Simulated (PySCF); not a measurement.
# PBE0 on P (phosphorus, neutral)

Configuration: [Ne] 3s2 3p2 3d1, one real determinant (an excited configuration). All numbers are calculated (PySCF 2.14, no relativity, point nucleus, in aug-cc-pV(5+d)Z).

| Quantity | Value |
| --- | --- |
| Total energy | -340.8295 hartree |
| One-electron energy | -469.0851 hartree |
| Hartree (Coulomb) energy | 151.1433 hartree |
| Exchange-correlation energy | -22.8877 hartree |
| Kinetic energy | 340.53477 hartree |
| ⟨S²⟩ | 3.7522 |
| ⟨L²⟩ | 7.960 |
| Sum of ⟨r⟩ | 16.89 bohr |
| Sum of ⟨r²⟩ | 46.68 bohr² |
| Traceless quadrupole moment −½Σ⟨3z² − r²⟩ along its main axis | -2.52 e·bohr² |
| Density at the nucleus (Gaussians lack the cusp) | 2180 bohr⁻³ |
| Spin density at the nucleus | -0.249 bohr⁻³ |
| Langevin diamagnetic susceptibility | -37.0 ×10⁻⁶ cm³/mol |
| Time after the integrals | of the order of 9 core-seconds |

| shell | electrons | mean orbital energy (eV) | spread (eV) | rms radius, mean of both spins (bohr) |
| --- | --- | --- | --- | --- |
| 1s α | 1 | -2107.2 | 0 | 0.120 |
| 1s β | 1 | -2106.9 | 0 | 0.120 |
| 2s α | 1 | -185.68 | 0 | 0.567 |
| 2s β | 1 | -185.39 | 0 | 0.567 |
| 2p α | 3 | -135.00 | 0.053 | 0.543 |
| 2p β | 3 | -134.55 | 0.481 | 0.543 |
| 3s α | 1 | -19.746 | 0 | 1.99 |
| 3s β | 1 | -16.831 | 0 | 1.99 |
| 3p α | 2 | -10.360 | 0 | 2.37 |
| 3d α | 1 | -0.472 | 0 | 5.01 |

⟨L²⟩ = 7.96 against 12 for a pure F term, so this real determinant mixes terms. The outer electron is Rydberg-like, and this basis confines it to a smaller radius and binds it less than a complete one would.
